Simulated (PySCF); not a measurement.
# Interval between two levels of Br⁺ by level of theory

Br⁺ [Ar] 3d10 4s2 4p4 [3P2, M_J = 2] → Br⁺ [Ar] 3d10 4s2 4p3 5s1 [5S2, M_J = 2], as a difference of total energies. Calculation: PySCF 2.14, in x2c-TZVPall-2c with one added diffuse shell each of s, p, d type (7s8p5d1f, 63 functions); the two-component X2C-1e Hamiltonian. Correlated levels: [Ne] frozen. "Screened" scales the spin-orbit matrix elements by Boettger's factors to mimic the two-electron term; Breit and QED terms are absent.

| method | interval between two levels (cm⁻¹) |
| --- | --- |
| GHF (spin-free) | 86954 |
| GMP2 (spin-free) | 90613 |
| GHF (screened spin-orbit) | 88457 |
| GMP2 (screened spin-orbit) | 92055 |

The spin-free rows relax to the high-spin LS determinant and lack the spin-orbit shift.

Errors of the correlated levels include the incompleteness of this basis and the frozen core.

The labels give the starting determinants; with spin-orbit coupling the two ends relaxed to ⟨J²⟩ = 6.02, ⟨L²⟩ = 2.11, ⟨S²⟩ = 1.96 and ⟨J²⟩ = 6.00, ⟨L²⟩ = 0.02, ⟨S²⟩ = 5.97.

For comparison: 93921 cm⁻¹ (measured; NIST Handbook of Basic Atomic Spectroscopic Data (Sansonetti and Martin, J. Phys. Chem. Ref. Data 34, 1559 (2005))).
